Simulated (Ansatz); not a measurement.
`C[CH](C)[SbH2]`. The species carries charge 0 and has multiplicity 1. Sb takes the def2 core potential. All single points use the PBE0-D4/def2-TZVP geometry.

```xyz
13

C    -0.041   -1.093   -1.096
C    -0.019   -0.440    0.277
C    -1.047    0.669    0.397
Sb    2.012    0.227    0.725
H    -1.038   -1.490   -1.317
H     0.199   -0.371   -1.882
H     0.669   -1.920   -1.175
H    -0.215   -1.203    1.039
H    -0.848    1.470   -0.321
H    -1.057    1.113    1.394
H    -2.053    0.284    0.190
H     1.544    1.165    2.077
H     1.894    1.587   -0.309
```

(1) What is the dipole moment at PBE/def2-TZVPP? (Best estimate.)

(2) And with r2SCAN, B3LYP, ωB97M-V? (Best estimate.)

(3) Give the Mulliken charges with PBE, B3LYP, r2SCAN in def2-TZVPP. (Best estimate.)

Answers

(1) Computed: 1.02 D, with components (-0.81, -0.59, -0.20) D in this frame, pointing from negative to positive charge.

(2) The calculation gave: r2SCAN 1.06 D, B3LYP 0.99 D, ωB97M-V 0.94 D.

(3) The calculation gave: 
```csv
atom,PBE,B3LYP,r2SCAN
C1,-0.27,-0.28,-0.17
C2,-0.19,-0.21,-0.13
C3,-0.25,-0.25,-0.15
Sb4,0.32,0.39,0.34
H5,0.08,0.08,0.04
H6,0.09,0.09,0.05
H7,0.09,0.09,0.06
H8,0.09,0.08,0.04
H9,0.08,0.08,0.05
H10,0.09,0.09,0.06
H11,0.08,0.08,0.04
H12,-0.10,-0.12,-0.12
H13,-0.10,-0.12,-0.12
```

B3LYP here is the variant with VWN-RPA as its local correlation; programs differ in this.
